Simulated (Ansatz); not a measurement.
Isolated molecules relaxed with PBE0-D4/def2-TZVP in Ansatz; ΔE leaves out vibrations. CCSD(T)/CBS is the MP2 limit (def2-TZVPP, def2-QZVPP) plus CCSD(T) − MP2 in def2-TZVPP, frozen cores. This one scheme is used for every species. DFT in def2-TZVPP. B3LYP here is the variant with VWN-RPA as its local correlation; programs differ in this. def2 core potentials past Kr. For Sb outer-core shells are correlated without core-valence functions, which leaves a few kJ/mol of doubt a bond. One conformer a species, not always the lowest.

`O[PH][SbH2]` + H₂O → `OPO` + stibine  (formal hydrolysis of a P–Sb bond)

| level | ΔE (kcal/mol) |
| --- | --- |
| B3LYP-D4 | -2.0 |
| BLYP | -3.3 |

(1) What does CCSD(T)/CBS give? (Estimate.)

(2) What do rigid-rotor, harmonic-oscillator terms from PBE0-D4/def2-TZVP frequencies (298.15 K, 1 bar) make of the CCSD(T)/CBS value? (Estimate.)

Largest T1 diagnostic among the species: 0.014.

Results:

(1) Ansatz gave: -1.0 kcal/mol. The listed levels differ from it by -1.0, -2.3 kcal/mol.

(2) Ansatz gave: ΔZPE = -0.8 kcal/mol, ΔH = -2.6 kcal/mol, ΔS = -5 J/(mol·K), ΔG = -2.2 kcal/mol.

In def2-TZVPP, CCSD(T) changes the Hartree–Fock value by +4.7 kcal/mol (the triples alone add +0.8 kcal/mol) and MP2 by +6.1 kcal/mol. From BLYP to BHLYP (50 % exact exchange), in def2-TZVPP and without D4, ΔE moves by −2.2 kcal/mol.
